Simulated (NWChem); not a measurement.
The numbers come from NWChem runs, not from measurements. System: H5Si2, charge 1, spin multiplicity 1, at the geometry of a parent with another charge or spin, in a state set for the comparison that need not be this species' ground state. Level: MP2/def2-TZVP, 10 core orbitals frozen.

Input file:

```
start mol
memory heap 200 mb stack 900 mb global 1100 mb
charge 1
geometry units angstroms nocenter noautoz
  Si    -0.130271    -1.209204     0.000000
  Si     0.053680     1.124187     0.000000
  H      0.420252    -1.876864     1.234431
  H      0.420252    -1.876864    -1.234431
  H     -0.627536     1.673000    -1.224738
  H     -0.627536     1.673000     1.224738
  H      1.486852     1.597962     0.000000
  symmetry group Cs
end
basis spherical
  * library def2-tzvp
end
scf
  rhf
  nopen 0
  maxiter 100
  thresh 1e-7
  semidirect memsize 60000000 filesize 0
end
mp2
  freeze core 10
end
task mp2 energy
```

NWChem printed:

```
             Northwest Computational Chemistry Package (NWChem) 7.3.0
             --------------------------------------------------------

                                NWChem Input Module
                                -------------------

 Scaling coordinates for geometry "geometry" by  1.889725989
 (inverse scale =  0.529177249)

 Turning off AUTOSYM since
 SYMMETRY directive was detected!

                             Geometry "geometry" -> ""
                             -------------------------

 Output coordinates in angstroms (scale by  1.889725989 to convert to a.u.)

  No.       Tag          Charge          X              Y              Z
 ---- ---------------- ---------- -------------- -------------- --------------
    1 Si                  14.0000    -0.13027100    -1.20920400     0.00000000
    2 Si                  14.0000     0.05368000     1.12418700     0.00000000
    3 H                    1.0000     0.42025200    -1.87686400     1.23443100
    4 H                    1.0000     0.42025200    -1.87686400    -1.23443100
    5 H                    1.0000    -0.62753600     1.67300000    -1.22473800
    6 H                    1.0000    -0.62753600     1.67300000     1.22473800
    7 H                    1.0000     1.48685200     1.59796200     0.00000000

 Effective nuclear repulsion energy (a.u.)      82.0536724202

            Nuclear Dipole moment (a.u.)
            ----------------------------
        X                 Y               Z
 ---------------- ---------------- ----------------
     0.0000188973    -0.0000075589     0.0000000000

      Symmetry information
      --------------------

 Group name             Cs
 Group number              2
 Group order               2
 No. of unique centers     5

      Symmetry unique atoms

     1    2    3    5    7


 Summary of "ao basis" -> "" (spherical)
 ------------------------------------------------------------------------------
       Tag                 Description            Shells   Functions and Types
 ---------------- ------------------------------  ------  ---------------------
 *                         def2-tzvp                  on all atoms

 Summary of "ao basis" -> "ao basis" (spherical)
 ------------------------------------------------------------------------------
       Tag                 Description            Shells   Functions and Types
 ---------------- ------------------------------  ------  ---------------------
 Si                        def2-tzvp                13       37   5s5p2d1f
 H                         def2-tzvp                 4        6   3s1p

                                 NWChem SCF Module
                                 -----------------

  ao basis        = "ao basis"
  functions       =   104
  atoms           =     7
  closed shells   =    16
  open shells     =     0
  charge          =   1.00
  wavefunction    = RHF
  use symmetry    = T
  symmetry adapt  = T

 Summary of "ao basis" -> "ao basis" (spherical)
 ------------------------------------------------------------------------------
       Tag                 Description            Shells   Functions and Types
 ---------------- ------------------------------  ------  ---------------------
 Si                        def2-tzvp                13       37   5s5p2d1f
 H                         def2-tzvp                 4        6   3s1p

      Symmetry analysis of basis
      --------------------------

        a'         67
        a"         37

 Forming initial guess at       0.1s

      Superposition of Atomic Density Guess
      -------------------------------------

 Sum of atomic energies:        -580.16986700

 Renormalizing density from      33.00 to     32

      Non-variational initial energy
      ------------------------------

 Total energy =    -569.439058
 1-e energy   =    -937.374523
 2-e energy   =     285.881793
 HOMO         =      -0.651671
 LUMO         =      -0.433633

      Symmetry analysis of molecular orbitals - initial
      -------------------------------------------------

  Numbering of irreducible representations:

     1 a'          2 a"

  Orbital symmetries:

     1 a'          2 a'          3 a'          4 a'          5 a'
     6 a"          7 a'          8 a'          9 a"         10 a'
    11 a'         12 a'         13 a"         14 a'         15 a"
    16 a'         17 a'         18 a'         19 a"         20 a'
    21 a'         22 a'         23 a"         24 a'         25 a'
    26 a"

 Starting SCF solution at       1.6s

 ----------------------------------------------
         Quadratically convergent ROHF

 Convergence threshold     :          1.000E-07
 Maximum no. of iterations :          100
 Final Fock-matrix accuracy:          1.000E-09
 ----------------------------------------------

              iter       energy          gnorm     gmax       time
             ----- ------------------- --------- --------- --------
                 1     -580.3409884315  2.16D+00  5.72D-01      1.7
                 2     -580.4308508845  4.32D-01  9.57D-02      1.8
                 3     -580.4556868919  3.59D-02  9.22D-03      2.1
                 4     -580.4558724678  1.29D-03  6.55D-04      2.4
                 5     -580.4558731674  1.39D-06  3.56D-07      3.0
                 6     -580.4558731674  7.63D-09  3.32D-09      3.5

       Final RHF  results
       ------------------

         Total SCF energy =   -580.455873167391
      One-electron energy =   -960.454042289889
      Two-electron energy =    297.944496702338
 Nuclear repulsion energy =     82.053672420160

        Time for solution =      1.9s

       Symmetry analysis of molecular orbitals - final
       -----------------------------------------------

  Numbering of irreducible representations:

     1 a'          2 a"

  Orbital symmetries:

     1 a'          2 a'          3 a'          4 a'          5 a'
     6 a"          7 a'          8 a'          9 a'         10 a"
    11 a'         12 a'         13 a"         14 a'         15 a"
    16 a'         17 a'         18 a"         19 a'         20 a'
    21 a'         22 a"         23 a'         24 a'         25 a"
    26 a'

             Final eigenvalues
             -----------------

              1
    1  -69.0836
    2  -68.9802
    3   -6.4303
    4   -6.3301
    5   -4.5356
    6   -4.5330
    7   -4.5330
    8   -4.4367
    9   -4.4355
   10   -4.4355
   11   -0.9681
   12   -0.8740
   13   -0.7316
   14   -0.6703
   15   -0.6602
   16   -0.6447
   17   -0.2565
   18   -0.0814
   19   -0.0647
   20   -0.0573
   21   -0.0297
   22   -0.0198
   23   -0.0000
   24    0.0583
   25    0.0689
   26    0.0714

                       ROHF Final Molecular Orbital Analysis
                       -------------------------------------

 Vector   14  Occ=2.000000D+00  E=-6.703324D-01  Symmetry=a'
              MO Center=  6.3D-01,  1.2D+00,  1.4D-14, r^2= 2.3D+00
   Bfn.  Coefficient  Atom+Function         Bfn.  Coefficient  Atom+Function
  ----- ------------  ---------------      ----- ------------  ---------------
    52      0.331540  2 Si px               100      0.269636  7 H  s
    99      0.158189  7 H  s

 Vector   15  Occ=2.000000D+00  E=-6.602081D-01  Symmetry=a"
              MO Center= -3.9D-01,  1.3D+00,  2.6D-14, r^2= 2.6D+00
   Bfn.  Coefficient  Atom+Function         Bfn.  Coefficient  Atom+Function
  ----- ------------  ---------------      ----- ------------  ---------------
    54      0.338047  2 Si pz                88     -0.221165  5 H  s
    94      0.221165  6 H  s

 Vector   16  Occ=2.000000D+00  E=-6.446755D-01  Symmetry=a'
              MO Center= -1.4D-01,  3.3D-02, -1.1D-14, r^2= 3.3D+00
   Bfn.  Coefficient  Atom+Function         Bfn.  Coefficient  Atom+Function
  ----- ------------  ---------------      ----- ------------  ---------------
    16      0.346882  1 Si py                53     -0.272287  2 Si py

 Vector   17  Occ=0.000000D+00  E=-2.565420D-01  Symmetry=a'
              MO Center= -4.1D-01, -1.1D+00,  2.5D-14, r^2= 3.1D+00
   Bfn.  Coefficient  Atom+Function         Bfn.  Coefficient  Atom+Function
  ----- ------------  ---------------      ----- ------------  ---------------
    18      0.425195  1 Si px                15      0.411037  1 Si px
     5     -0.280722  1 Si s                  4     -0.153562  1 Si s

 Vector   18  Occ=0.000000D+00  E=-8.142250D-02  Symmetry=a"
              MO Center= -1.8D-01, -4.0D-01, -4.6D-14, r^2= 4.4D+00
   Bfn.  Coefficient  Atom+Function         Bfn.  Coefficient  Atom+Function
  ----- ------------  ---------------      ----- ------------  ---------------
    20      1.017396  1 Si pz                77     -0.784684  3 H  s
    83      0.784684  4 H  s                 89      0.383932  5 H  s
    95     -0.383932  6 H  s                 57      0.348792  2 Si pz
    17      0.177124  1 Si pz                27      0.170306  1 Si d -1

 Vector   19  Occ=0.000000D+00  E=-6.465030D-02  Symmetry=a'
              MO Center= -1.0D-01, -7.0D-01, -6.0D-15, r^2= 8.3D+00
   Bfn.  Coefficient  Atom+Function         Bfn.  Coefficient  Atom+Function
  ----- ------------  ---------------      ----- ------------  ---------------
    42      2.080627  2 Si s                 19     -1.660671  1 Si py
     5     -1.447804  1 Si s                 56     -1.206353  2 Si py
    53     -0.380920  2 Si py               101     -0.229547  7 H  s
    16     -0.224297  1 Si py                40     -0.158250  2 Si s

 center of mass
 --------------
 x =  -0.03290690 y =  -0.03652756 z =   0.00000000

 moments of inertia (a.u.)
 ------------------
         348.721295795448         -17.010131949458           0.000000000000
         -17.010131949458          35.744978328796           0.000000000000
           0.000000000000           0.000000000000         340.935509804757

  Mulliken analysis of the total density
  --------------------------------------

    Atom       Charge   Shell Charges
 -----------   ------   -------------------------------------------------------
    1 Si  14    13.52   2.00  0.59  1.39  0.97  0.49  4.11  1.73  0.47  1.32  0.26  0.07  0.11  0.01
    2 Si  14    13.89   2.00  0.58  1.39  0.83  0.49  4.12  1.73  0.51  1.58  0.37  0.11  0.16  0.02
    3 H    1     0.88   0.22  0.52  0.12  0.01
    4 H    1     0.88   0.22  0.52  0.12  0.01
    5 H    1     0.95   0.23  0.54  0.17  0.01
    6 H    1     0.95   0.23  0.54  0.17  0.01
    7 H    1     0.92   0.22  0.53  0.16  0.01

       Multipole analysis of the density wrt the origin
       ------------------------------------------------

     L   x y z        total         open         nuclear
     -   - - -        -----         ----         -------
     0   0 0 0      1.000000      0.000000     33.000000

     1   1 0 0     -0.364082      0.000000      0.000019
     1   0 1 0     -1.357803      0.000000     -0.000008
     1   0 0 1     -0.000000      0.000000      0.000000

     2   2 0 0    -17.154917      0.000000     12.961122
     2   1 1 0      2.227034      0.000000      6.245341
     2   1 0 1     -0.000000      0.000000      0.000000
     2   0 2 0    -12.323979      0.000000    190.552590
     2   0 1 1     -0.000000      0.000000      0.000000
     2   0 0 2    -19.262960      0.000000     21.596390

                   NWChem MP2 Semi-direct Energy/Gradient Module
                   ---------------------------------------------

  Basis functions       =    104
  Molecular orbitals    =    104
  Frozen core           =     10
  Frozen virtuals       =      0
  Active alpha occupied =      6
  Active beta occupied  =      6
  Active alpha virtual  =     88
  Active beta virtual   =     88
  Use MO symmetry       = T
  Use skeleton AO sym   = T

  AO/Fock/Back tols     =   1.0D-09  1.0D-09  1.0D-09

 GA uses MA = F    GA memory limited = T

 Available:
  local mem=  1.26D+08
 global mem=  1.44D+08
 local disk=  0.00D+00
  mp2_memr nvloc                    88
  nvloc new                    88
   1 passes of   6:        5242880                      48454                   9504408.
   1 passes of   6: M    126151483           G      144157568           F     120908603.

 Semi-direct pass number   1 of   1  for RHF alpha+beta  at        3.6s
  vrange nnbf                  5284
  mp2_eaftype                    36  avail_ma_in_mb                  1099
 EAF : mp2_eaftype filesize          36    4752204.
  mp2_eaf for mointskh                     36
Node 0 wrote     22.3 Mb in      0.0 s     Agg I/O rate:  1509.9 Mb/s
 Done moints_semi at        8.0s
  mp2_eaftype                    36  avail_ma_in_mb                  1063
 EAF : mp2_eaftype filesize          36    4752204.
  mp2_eaf for kh                    36
 Done maket at        8.1s
 Done multipass loop at        8.1s

          -------------------------------------------
          SCF energy                -580.455873167391
          Correlation energy          -0.210167770620
          Singlet pairs               -0.171880417130
          Triplet pairs               -0.038287353490
          Total MP2 energy          -580.666040938011
          -------------------------------------------

          ---------------------------------------------------
                    Spin Component Scaled (SCS) MP2
          Same spin pairs                     -0.025524902327
          Same spin scaling factor             0.333333333333
          Opposite spin pairs                 -0.184642868293
          Opposite spin scaling fact.          1.200000000000
          SCS-MP2 correlation energy          -0.230079742727
          Total SCS-MP2 energy              -580.685952910119
          ---------------------------------------------------

 -----------------------
 Performance information
 -----------------------

 Timer overhead =  1.82D-07 seconds/call

               Nr. of calls         CPU time (s)                 Wall time (s)                GFlops
             ---------------    -------------------     ------------------------------   -------------------
Name         Min   Avg   Max    Min     Avg     Max     Min     Avg     Max   Mx/calls   Min     Max     Sum
mp2: moin     1     1     1    4.4     4.4     4.4      4.4     4.4     4.4     4.4      0.0     0.0     0.0
mp2: make     1     1     1   0.15    0.15    0.15     0.15    0.15    0.15    0.15      0.0     0.0     0.0
mp2: tota     1     1     1    4.6     4.6     4.6      4.6     4.6     4.6     4.6      0.0     0.0     0.0

 The average no. of pstat calls per process was 3.00D+00
 with a timing overhead of 5.45D-07s

 Task  times  cpu:        8.1s     wall:        8.1s

 Total times  cpu:        8.1s     wall:        8.1s
```
